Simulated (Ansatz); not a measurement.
Species: H3BF2Si, SMILES `FB([SiH3])F` (charge 0, multiplicity 1), formula H3BF2Si.

Task: How many basis functions does Ansatz (an electronic-structure program) with frozen-core CCSD(T)/cc-pVTZ // PBE-D3(BJ)/def2-TZVP use, how many core orbitals are frozen, and how many electrons are correlated?

Result: 166 basis functions and 8 frozen orbitals, which leaves 24 correlated electrons. Core time is of the order of minutes.
